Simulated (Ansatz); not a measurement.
A run for Ansatz (a first-principles code): U-revPBE/def2-TZVPPD on H (SMILES [H]). The basis file is the Basis Set Exchange's JSON of that set.

Ansatz 0.2 input:
```yaml
crystal:
  periodic: [false, false, false]
  atoms:
    - {symbol: H, position_ang: [0.00000000, 0.00000000, 0.00000000]}
basis:
  gaussian:
    orbitals: def2-TZVPPD.json
hamiltonian:
  xc: {name: revPBE}
magnetization: {spin_polarized: true, initial_magnetization: 1}
```

Output:

```
WARN ansatz: RAYON_NUM_THREADS=1 ignored (pool sized by the plan → 1); use --threads N
Functional definition: revPBE
integrals: 0.00 GiB planned
59 factors; their error is unknown
mean field: 0.04 GiB planned
mean field evaluation 1: about -13.7139 eV, gradient 5.4e-1 eV
mean field evaluation 2: about -13.7180 eV, gradient 8.4e-2 eV
mean field evaluation 4: about -13.7178 eV, gradient 4.5e-4 eV
mean field evaluation 8: about -13.7178 eV, gradient 8.1e-6 eV
mean field -13.71784905 eV, -0.5041216543 hartree, gradient 8.1e-6 eV, S^2 0.750000; 0 other end points of the search recorded, 0 dependent functions left out
reference -13.71787487 eV, -0.5041226032 hartree; 1, 0 occupied and 16, 17 virtual orbitals, 59 factors
Total energy: -13.71787487 eV, -0.5041226032 hartree
```

The run converged.

Cost: around 0.05 core-seconds (rough).
